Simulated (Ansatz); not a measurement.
Ansatz (an electronic-structure program) input for SiF₂Cl, SMILES F[Si](Cl)F, multiplicity 2, B3LYP-D3(BJ)/def2-SVP. 

Ansatz 0.2 input:
```yaml
crystal:
  periodic: [false, false, false]
  atoms:
    - {symbol: Si, position_ang: [-0.37741861, 0.44716937, -0.00000000]}
    - {symbol: F, position_ang: [-1.15864638, -0.24702570, 1.21781695]}
    - {symbol: F, position_ang: [-1.15864638, -0.24702570, -1.21781694]}
    - {symbol: Cl, position_ang: [1.53761738, -0.10670050, -0.00000000]}
basis:
  gaussian:
    orbitals: def2-SVP
hamiltonian:
  xc: b3lyp
  dispersion: d3bj
magnetization: {spin_polarized: true, initial_magnetization: 1}
relax: {f_tol: 0.002, max_steps: 200}
```

Output:

```
WARN ansatz: RAYON_NUM_THREADS=1 ignored (pool sized by the plan → 1); use --threads N
Functional definition: B3LYP
integrals: 0.02 GiB planned
621 factors; integrals over basis functions are off by at most 2.4e-4 eV
mean field: 0.31 GiB planned
mean field evaluation 1: about -25823.8765 eV, gradient 3.1e1 eV
mean field evaluation 2: about -25817.9201 eV, gradient 5.4e1 eV
mean field evaluation 4: about -25826.8872 eV, gradient 1.1e0 eV
mean field evaluation 8: about -25826.8941 eV, gradient 1.4e-2 eV
mean field -25826.89415106 eV, -949.1208539538 hartree, gradient 3.4e-5 eV, S^2 0.751254; 0 other end points of the search recorded, 0 dependent functions left out
the calculation of the forces begins
reference -25826.89433109 eV, -949.1208605697 hartree; 25, 24 occupied and 39, 40 virtual orbitals, 621 factors
relax step   1: F+E_penalty+E_count = -25827.04356599 eV  Δ(F+E_penalty+E_count) = +0.000e0 eV  max|allowed force component| = 1.414e0 eV/Å  Δτ_max = 0.0000 Å  (26 SCF iters, accepted)
these checks for a lower state are left out or cut short: starts, cluster_reference, orbital_swaps, neighbouring_geometries, increment
integrals: 0.02 GiB planned
621 factors; integrals over basis functions are off by at most 2.4e-4 eV
mean field: 0.31 GiB planned
mean field evaluation 16: about -25826.9456 eV, gradient 3.0e0 eV
mean field -25826.98578756 eV, -949.1242215331 hartree, gradient 4.9e-5 eV, S^2 0.751433; 0 other end points of the search recorded, 0 dependent functions left out
the calculation of the forces begins
reference -25826.98596811 eV, -949.1242281683 hartree; 25, 24 occupied and 39, 40 virtual orbitals, 621 factors
relax step   2: F+E_penalty+E_count = -25827.13347276 eV  Δ(F+E_penalty+E_count) = -8.991e-2 eV  max|allowed force component| = 3.844e-1 eV/Å  Δτ_max = 0.0547 Å  (26 SCF iters, accepted)
these checks for a lower state are left out or cut short: starts, cluster_reference, orbital_swaps, neighbouring_geometries, increment
integrals: 0.02 GiB planned
621 factors; integrals over basis functions are off by at most 2.4e-4 eV
mean field: 0.31 GiB planned
mean field -25827.00313073 eV, -949.1248588830 hartree, gradient 2.2e-5 eV, S^2 0.751476; 0 other end points of the search recorded, 0 dependent functions left out
the calculation of the forces begins
reference -25827.00331076 eV, -949.1248654987 hartree; 25, 24 occupied and 39, 40 virtual orbitals, 621 factors
relax step   3: F+E_penalty+E_count = -25827.15108068 eV  Δ(F+E_penalty+E_count) = -1.761e-2 eV  max|allowed force component| = 3.035e-1 eV/Å  Δτ_max = 0.0335 Å  (26 SCF iters, accepted)
these checks for a lower state are left out or cut short: starts, cluster_reference, orbital_swaps, neighbouring_geometries, increment
integrals: 0.02 GiB planned
621 factors; integrals over basis functions are off by at most 2.5e-4 eV
mean field: 0.31 GiB planned
mean field evaluation 32: about -25826.8914 eV, gradient 7.0e-4 eV
mean field -25826.89139328 eV, -949.1207526073 hartree, gradient 1.6e-5 eV, S^2 0.751297; 0 other end points of the search recorded, 0 dependent functions left out
the calculation of the forces begins
reference -25826.89157523 eV, -949.1207592939 hartree; 25, 24 occupied and 39, 40 virtual orbitals, 621 factors
relax step   4: F+E_penalty+E_count = -25827.03906668 eV  Δ(F+E_penalty+E_count) = +1.120e-1 eV  max|allowed force component| = 2.082e0 eV/Å  Δτ_max = 0.1035 Å  (29 SCF iters, rejected (line search))
these checks for a lower state are left out or cut short: starts, cluster_reference, orbital_swaps, neighbouring_geometries, increment
integrals: 0.02 GiB planned
621 factors; integrals over basis functions are off by at most 2.4e-4 eV
mean field: 0.31 GiB planned
mean field -25827.00903533 eV, -949.1250758729 hartree, gradient 1.4e-5 eV, S^2 0.751429; 0 other end points of the search recorded, 0 dependent functions left out
the calculation of the forces begins
reference -25827.00921562 eV, -949.1250824983 hartree; 25, 24 occupied and 39, 40 virtual orbitals, 621 factors
relax step   5: F+E_penalty+E_count = -25827.15700042 eV  Δ(F+E_penalty+E_count) = -5.920e-3 eV  max|allowed force component| = 1.477e-1 eV/Å  Δτ_max = 0.0246 Å  (25 SCF iters, accepted)
these checks for a lower state are left out or cut short: starts, cluster_reference, orbital_swaps, neighbouring_geometries, increment
integrals: 0.02 GiB planned
621 factors; integrals over basis functions are off by at most 2.4e-4 eV
mean field: 0.31 GiB planned
mean field -25827.00940298 eV, -949.1250893838 hartree, gradient 1.6e-5 eV, S^2 0.751422; 0 other end points of the search recorded, 0 dependent functions left out
the calculation of the forces begins
reference -25827.00958319 eV, -949.1250960062 hartree; 25, 24 occupied and 39, 40 virtual orbitals, 621 factors
relax step   6: F+E_penalty+E_count = -25827.15742133 eV  Δ(F+E_penalty+E_count) = -4.209e-4 eV  max|allowed force component| = 3.756e-2 eV/Å  Δτ_max = 0.0036 Å  (24 SCF iters, accepted)
these checks for a lower state are left out or cut short: starts, cluster_reference, orbital_swaps, neighbouring_geometries, increment
integrals: 0.02 GiB planned
621 factors; integrals over basis functions are off by at most 2.4e-4 eV
mean field: 0.31 GiB planned
mean field -25827.00940369 eV, -949.1250894099 hartree, gradient 4.3e-5 eV, S^2 0.751419; 0 other end points of the search recorded, 0 dependent functions left out
the calculation of the forces begins
reference -25827.00958386 eV, -949.1250960308 hartree; 25, 24 occupied and 39, 40 virtual orbitals, 621 factors
relax step   7: F+E_penalty+E_count = -25827.15743592 eV  Δ(F+E_penalty+E_count) = -1.459e-5 eV  max|allowed force component| = 2.264e-2 eV/Å  Δτ_max = 0.0013 Å  (21 SCF iters, accepted)
these checks for a lower state are left out or cut short: starts, cluster_reference, orbital_swaps, neighbouring_geometries, increment
integrals: 0.02 GiB planned
621 factors; integrals over basis functions are off by at most 2.4e-4 eV
mean field: 0.31 GiB planned
mean field -25827.00941433 eV, -949.1250898008 hartree, gradient 1.2e-5 eV, S^2 0.751419; 0 other end points of the search recorded, 0 dependent functions left out
the calculation of the forces begins
reference -25827.00959451 eV, -949.1250964224 hartree; 25, 24 occupied and 39, 40 virtual orbitals, 621 factors
relax step   8: F+E_penalty+E_count = -25827.15744783 eV  Δ(F+E_penalty+E_count) = -1.190e-5 eV  max|allowed force component| = 1.804e-3 eV/Å  Δτ_max = 0.0006 Å  (21 SCF iters, accepted)
integrals: 0.02 GiB planned
621 factors; integrals over basis functions are off by at most 2.4e-4 eV
mean field: 0.31 GiB planned
mean field evaluation 64: about -25826.9977 eV, gradient 1.3e0 eV
mean field -25827.00941433 eV, -949.1250898008 hartree, gradient 1.2e-5 eV, S^2 0.751419; 1 other end points of the search recorded, 0 dependent functions left out
the calculation of the forces begins
reference -25827.00959451 eV, -949.1250964224 hartree; 25, 24 occupied and 39, 40 virtual orbitals, 621 factors
Total energy: -25827.15762801 eV, -949.1305365531 hartree
Atom 0 at    -0.431067     0.420706    -0.000000 Å, force    -0.000744    -0.000369     0.000000 eV/Å
Atom 1 at    -1.145467    -0.231376     1.296149 Å, force     0.001274     0.000265    -0.001361 eV/Å
Atom 2 at    -1.145467    -0.231376    -1.296149 Å, force     0.001274     0.000265     0.001361 eV/Å
Atom 3 at     1.564907    -0.111537     0.000000 Å, force    -0.001804    -0.000162    -0.000000 eV/Å
Dipole moment:     0.052838     0.251428     0.000000 e Å
```

The calculation finished and met its thresholds.

Cost: around 30 core-seconds (rough).
